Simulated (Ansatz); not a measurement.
Reaction (hydrogenolysis of a B–O bond): `CCBBO` + H₂ → `BBCC` + H₂O

Gas-phase electronic energies from Ansatz, PBE0-D4/def2-TZVP geometries. CCSD(T)/CBS adds triple-zeta CCSD(T) − MP2 to the extrapolated MP2 energy (def2 sets, frozen cores). This one scheme is used for every species. Functionals use def2-TZVPP. B3LYP here is the variant with VWN-RPA as its local correlation; programs differ in this. Each species was taken in one conformer, which may not be the lowest.

`CCBBO`:

Cartesian coordinates in Å:
```
C -0.997 0.106 -1.291
C 0.285 0.801 -0.851
B 0.906 0.417 0.529
B 0.147 -0.512 1.710
O 0.251 -1.850 1.925
H -1.793 0.242 -0.554
H -0.845 -0.971 -1.404
H -1.366 0.484 -2.248
H 0.128 1.891 -0.779
H 1.064 0.725 -1.623
H 1.973 0.920 0.784
H -0.588 0.048 2.492
H 0.835 -2.301 1.310
```

H₂:

```xyz
2

H    -0.107   -0.242    0.263
H     0.107    0.242   -0.263
```

`BBCC`:

Cartesian coordinates in Å:
```
B 1.416 1.366 0.245
B 1.117 -0.183 -0.201
C -0.248 -0.943 -0.264
C -1.511 -0.191 0.135
H 1.437 2.268 -0.547
H 1.682 1.666 1.377
H 2.092 -0.822 -0.525
H -0.127 -1.854 0.341
H -0.336 -1.341 -1.286
H -1.665 0.686 -0.499
H -2.406 -0.814 0.055
H -1.450 0.161 1.169
```

H₂O:

Z-matrix (Å, degrees):
```
O
H 1 0.960
H 1 0.960 2 105.1
```

```tsv
species	B3LYP energy (Eh)
`CCBBO`	-206.06328
H₂	-1.18000
`BBCC`	-130.73836
H₂O	-76.46667
```

Question: Work out ΔE.

Answer: ΔE = (-130.73836) + (-76.46667) − (-206.06328) − (-1.18000) = 0.03825 Eh = +24.0 kcal/mol. CCSD(T)/CBS gives +23.9 kcal/mol.

Largest T1 diagnostic among the species: 0.012.

In def2-TZVPP, CCSD(T) changes the Hartree–Fock value by +3.7 kcal/mol (the triples alone add +1.1 kcal/mol) and MP2 by +4.6 kcal/mol. The D4 term adds +0.9 kcal/mol with B3LYP and +0.5 kcal/mol with PBE0; it sums over pairs of atoms, weighted by their polarisabilities, and B3LYP, whose exchange is more repulsive, gets the larger term. From PBE to PBE0 (25 % exact exchange), in def2-TZVPP and without D4, ΔE moves by −1.1 kcal/mol.
